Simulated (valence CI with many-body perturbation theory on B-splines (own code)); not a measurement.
## Cs5+: electric-dipole lines

Calculated by valence CI with perturbative core correlation (CI+MBPT): four valence electrons over a frozen Dirac-Fock core [Kr] 4d10, a basis of 11 s, 11 p, 9 d, 7 f, 5 g, 2 h, 1 i functions for each j, with the one-electron correlation potential Σ1 (screened to all orders), the two-electron term Σ2, the three-electron term Σ3, Breit, model QED; selected single and double excitations, second order for the rest, scaled by the run's own slope (own B-spline code, finite nucleus).

Against 29 measured levels this calculation errs by 322 cm⁻¹ on average and by 678 at most. These come from a selection out of Sansonetti, J. Phys. Chem. Ref. Data 38, 761 (2009). Levels without a partner in it may be off by more, other configurations by several thousand cm⁻¹.

Lines 201 to 235 of 235 in falling wavelength, among levels below 36.803 eV, chosen from the strongest by gf and those to the six lowest levels. Wavelengths and rates use the calculated energies, so an error of 300 cm⁻¹ moves a line at 404.5 Å by 0.12 % and its rate by three times that or more. Electric multipoles are in the length gauge, E1 and E2 with the static RPA response of the core. Weak lines are less certain than strong ones. Lines between different terms over intervals too small for the method are left out, as are lines whose strength nearly cancels. The highest levels of a list are the least certain.

Names give the largest LS component (configuration and term), which can be under half, so a name can repeat, a term be missing and a line seem to break the LS rules; names also repeat where a configuration has a term twice. Letters in brackets count levels of one name in rising energy.

| λ vac (Å) | λ from measured levels | Upper | Lower | A (s⁻¹) | S (a.u.) with core polarisation | S without |
| --- | --- | --- | --- | --- | --- | --- |
| 404.5 | 405.5 | 5s2 5p 6s 1P°_1 | 5s2 5p2 3P_2 | 1.94e+09 | 1.90e-01 | 1.72e-01 |
| 404.5 |  | 4f 5s 5p2 5D°_2 | 5s2 5p2 1D_2 | 1.39e+07 | 2.28e-03 | 2.73e-03 |
| 401.3 |  | 4f 5s 5p2 5F°_1 | 5s2 5p2 1D_2 | 2.82e+06 | 2.69e-04 | 3.31e-04 |
| 401.0 | 402.0 | 5s2 5p 6s 3P°_2 | 5s2 5p2 3P_1 | 2.81e+09 | 4.47e-01 | 4.01e-01 |
| 399.1 |  | 4f 5s 5p2 3G°_3 [b] | 5s2 5p2 1D_2 | 2.41e+07 | 5.29e-03 | 6.33e-03 |
| 396.9 |  | 4f 5s 5p2 5G°_2 | 5s2 5p2 3P_2 | 4.26e+06 | 6.57e-04 | 7.78e-04 |
| 395.8 | 396.7 | 5s2 5p 6s 1P°_1 | 5s2 5p2 3P_1 | 5.74e+08 | 5.26e-02 | 4.58e-02 |
| 394.3 |  | 4f 5s 5p2 5G°_3 | 5s2 5p2 3P_2 | 2.13e+07 | 4.51e-03 | 5.30e-03 |
| 394.2 |  | 4f 5s 5p2 3D°_2 | 5s2 5p2 1D_2 | 1.03e+06 | 1.56e-04 | 1.82e-04 |
| 393.6 |  | 4f 5s 5p2 5D°_1 | 5s2 5p2 1D_2 | 2.28e+06 | 2.06e-04 | 2.58e-04 |
| 390.2 |  | 4f 5s 5p2 5F°_3 | 5s2 5p2 1D_2 | 2.09e+07 | 4.29e-03 | 5.02e-03 |
| 389.2 |  | 4f 5s 5p2 5F°_2 | 5s2 5p2 1D_2 | 2.39e+07 | 3.48e-03 | 4.11e-03 |
| 388.4 |  | 4f 5s 5p2 5G°_2 | 5s2 5p2 3P_1 | 6.62e+06 | 9.58e-04 | 1.12e-03 |
| 382.7 |  | 4f 5s 5p2 3D°_1 | 5s2 5p2 1D_2 | 5.64e+06 | 4.68e-04 | 5.42e-04 |
| 381.0 |  | 4f 5s 5p2 5D°_3 | 5s2 5p2 3P_2 | 9.05e+07 | 1.73e-02 | 2.03e-02 |
| 378.3 |  | 4f 5s 5p2 3G°_3 [a] | 5s2 5p2 3P_2 | 7.08e+07 | 1.32e-02 | 1.57e-02 |
| 377.8 |  | 4f 5s 5p2 5D°_2 | 5s2 5p2 3P_2 | 2.93e+07 | 3.90e-03 | 4.62e-03 |
| 377.6 | 378.5 | 5s2 5p 6s 1P°_1 | 5s2 5p2 3P_0 | 4.18e+07 | 3.33e-03 | 2.07e-03 |
| 375.1 |  | 4f 5s 5p2 5F°_1 | 5s2 5p2 3P_2 | 5.15e+06 | 4.03e-04 | 4.79e-04 |
| 373.2 |  | 4f 5s 5p2 3G°_3 [b] | 5s2 5p2 3P_2 | 5.75e+07 | 1.03e-02 | 1.21e-02 |
| 370.2 |  | 4f 5s 5p2 5D°_2 | 5s2 5p2 3P_1 | 5.66e+07 | 7.09e-03 | 8.22e-03 |
| 368.8 |  | 4f 5s 5p2 3D°_2 | 5s2 5p2 3P_2 | 7.17e+06 | 8.88e-04 | 9.96e-04 |
| 368.3 |  | 4f 5s 5p2 5D°_1 | 5s2 5p2 3P_2 | 5.13e+06 | 3.79e-04 | 4.53e-04 |
| 367.5 |  | 4f 5s 5p2 5F°_1 | 5s2 5p2 3P_1 | 3.45e+07 | 2.54e-03 | 2.99e-03 |
| 365.4 |  | 4f 5s 5p2 5F°_3 | 5s2 5p2 3P_2 | 4.04e+07 | 6.81e-03 | 7.95e-03 |
| 364.4 |  | 4f 5s 5p2 5F°_2 | 5s2 5p2 3P_2 | 6.72e+07 | 8.03e-03 | 9.35e-03 |
| 362.0 |  | 4f 5s 5p2 5D°_0 | 5s2 5p2 3P_1 | 3.43e+07 | 8.03e-04 | 9.70e-04 |
| 361.5 |  | 4f 5s 5p2 3D°_2 | 5s2 5p2 3P_1 | 8.57e+07 | 9.99e-03 | 1.18e-02 |
| 361.0 |  | 4f 5s 5p2 5D°_1 | 5s2 5p2 3P_1 | 2.49e+06 | 1.73e-04 | 2.11e-04 |
| 358.8 |  | 4f 5s 5p2 3D°_1 | 5s2 5p2 3P_2 | 7.04e+06 | 4.82e-04 | 5.62e-04 |
| 357.3 |  | 4f 5s 5p2 5F°_2 | 5s2 5p2 3P_1 | 2.15e+08 | 2.42e-02 | 2.80e-02 |
| 351.9 |  | 4f 5s 5p2 3D°_1 | 5s2 5p2 3P_1 | 2.13e+08 | 1.37e-02 | 1.58e-02 |
| 351.8 |  | 4f 5s 5p2 5F°_1 | 5s2 5p2 3P_0 | 1.40e+07 | 9.05e-04 | 1.03e-03 |
| 345.8 |  | 4f 5s 5p2 5D°_1 | 5s2 5p2 3P_0 | 8.74e+06 | 5.35e-04 | 6.42e-04 |
| 337.4 |  | 4f 5s 5p2 3D°_1 | 5s2 5p2 3P_0 | 2.68e+08 | 1.52e-02 | 1.73e-02 |
